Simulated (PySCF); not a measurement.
Computed NMR parameters against published values

Bonds (- single, = double, # triple, : aromatic): Si1-Si2, Si2-Si3, Si2-Si4, Si2-Si5. Si1 carries H6, H7, H8; Si3 carries H9, H10, H11; Si4 carries H12, H13, H14; Si5 carries H15, H16, H17.

The experiment to reproduce: δ 29Si Si1/Si3/Si4/Si5 -89.6; Si2 -165.9 ppm (measured; C. Corminboeuf, T. Heine, J. Weber, Chem. Phys. Lett. 357 (2002) 1).

Theory: geometry from PBE0-D3(BJ)/def2-TZVP, σ from GIAO-B97-2/pcSseg-2, in PySCF (non-relativistic, no solvent, single conformer, rapidly exchanging positions averaged).

(1) Set the calculated values beside the experiment.

(2) How far are the unscaled 29Si shifts from the references?

Answers

(1) 
Reference values: measured (C. Corminboeuf, T. Heine, J. Weber, Chem. Phys. Lett. 357 (2002) 1).
| atoms | quantity | reference | computed | computed, scaled |
| --- | --- | --- | --- | --- |
| Si1/Si3/Si4/Si5 | δ 29Si vs TMS | -89.6 | -97.5 | -95.6 |
| Si2 | δ 29Si vs TMS | -165.9 | -161.8 | -153.1 |

Computed shifts are σ(ref) − σ with the named reference compound (TMS for H and C) calculated as an isolated molecule at the same level. The measured values may be among those fitted. Shieldings were converted by a linear fit to measured shifts: 29Si: δ = 302.65 − 0.893σ (rms 6.0 ppm, 44 shifts, 28.9 ppm with the 5 outliers that the fit left out vs TMS, solution or neat liquid). A few per cent of atoms miss by over 2 rms, more outside the fitted compound classes.

(2) Mean signed difference -1.90 ppm, mean absolute 6.00 ppm over 2 comparisons; the largest is -7.9 ppm at Si1/Si3/Si4/Si5 (silicon bonded to Si, 3 H).
